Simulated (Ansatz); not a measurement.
`C[CH](C)[Mg][OH]`, charge 0, multiplicity 1.

(1) Give a relaxed structure at PBE0-D4/def2-TZVP (Ansatz). (Best estimate.)

## Answers

(1) Ansatz gave: 
Cartesian coordinates in Å:
```
C 0.7694 1.1035 -0.8634
C 0.4460 0.1258 0.2646
C -0.4367 0.7974 1.3148
Mg -0.3462 -1.6981 -0.4303
O -1.0009 -3.2320 -1.0083
H 1.4738 0.6903 -1.5920
H -0.1275 1.4028 -1.4169
H 1.2167 2.0310 -0.4756
H 1.3942 -0.1414 0.7522
H -0.6179 0.1594 2.1854
H -1.4163 1.0757 0.9104
H 0.0187 1.7270 1.6878
H -1.3733 -4.0413 -1.3286
```
Point group Cs.
This is one stationary point; other conformers may exist.
